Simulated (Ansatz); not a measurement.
System: C2H8NSi, net charge 0, doublet state. It need not be the lowest isomer of its formula. 
Geometry from a B3LYP-D3(BJ)/def2-TZVP (Ansatz, an electronic-structure program) optimisation:
SMILES: C[Si](C)N
```xyz
12

Si     0.3981     0.0729    -0.1710
C     -0.6279    -1.0339    -1.3012
C     -0.4908     1.6976     0.1833
N      0.5568    -0.7603     1.3476
H     -0.7637    -0.5680    -2.2789
H     -1.6144    -1.2104    -0.8614
H     -0.1464    -2.0010    -1.4590
H     -1.4784     1.5011     0.6122
H     -0.6210     2.2748    -0.7339
H      0.0701     2.3157     0.8870
H      0.9338    -0.2704     2.1457
H      0.8610    -1.7229     1.3563
```
Charge 0, spin multiplicity 2.

Total electronic energies in hartree. Correlated levels leave the core frozen unless marked. UHF or UKS for open shells. Spin-orbit coupling is left out. Non-relativistic unless marked X2C. CBS marks a two-point X^-3 extrapolation of the correlation energy; Hartree-Fock from the larger set. [CCSD(T)-MP2]/basis is that difference in the basis named.

```json
[
 {"level": "HF/cc-pVTZ", "program": "Ansatz", "energy (Eh)": "-423.85117"},
 {"level": "BLYP/def2-TZVPD", "program": "Ansatz", "energy (Eh)": "-425.26408"},
 {"level": "revPBE-D3(BJ)/def2-TZVPD", "program": "Ansatz + dftd3", "energy (Eh)": "-425.25926"},
 {"level": "CAM-B3LYP-D4/def2-TZVPD", "program": "Ansatz + dftd4", "energy (Eh)": "-425.27814"},
 {"level": "LC-wPBE-D4/def2-TZVPD", "program": "Ansatz + dftd4", "energy (Eh)": "-425.17830"},
 {"level": "MP2/6-31G*", "program": "Ansatz", "energy (Eh)": "-424.25446"},
 {"level": "MP2/cc-pVTZ", "program": "Ansatz", "energy (Eh)": "-424.53063"},
 {"level": "MP2/cc-pV(Q+d)Z", "program": "Ansatz", "energy (Eh)": "-424.59315"},
 {"level": "MP2/CBS(cc-pV(T+d)Z,cc-pV(Q+d)Z)", "program": "Ansatz", "energy (Eh)": "-424.6263"},
 {"level": "RI-MP2/cc-pV(Q+d)Z", "program": "Ansatz", "energy (Eh)": "-424.59285"},
 {"level": "SCS-MP2/6-31G*", "program": "Ansatz", "energy (Eh)": "-424.25229"},
 {"level": "SCS-MP2/cc-pV(D+d)Z", "program": "Ansatz", "energy (Eh)": "-424.34078"},
 {"level": "X2C-CCSD(T)/cc-pVTZ-DK", "program": "Ansatz", "energy (Eh)": "-425.26400"},
 {"level": "RI-MP2/CBS(cc-pV(T+d)Z,cc-pV(Q+d)Z)+[CCSD(T)-MP2]/cc-pV(D+d)Z", "program": "Ansatz", "energy (Eh)": "-424.6974"},
 {"level": "CCSD(T)/CBS(cc-pV(T+d)Z,cc-pV(Q+d)Z)", "program": "Ansatz", "energy (Eh)": "-424.6913"}
]
```

Totals of different functionals don't rank their quality; only differences between species are comparable.
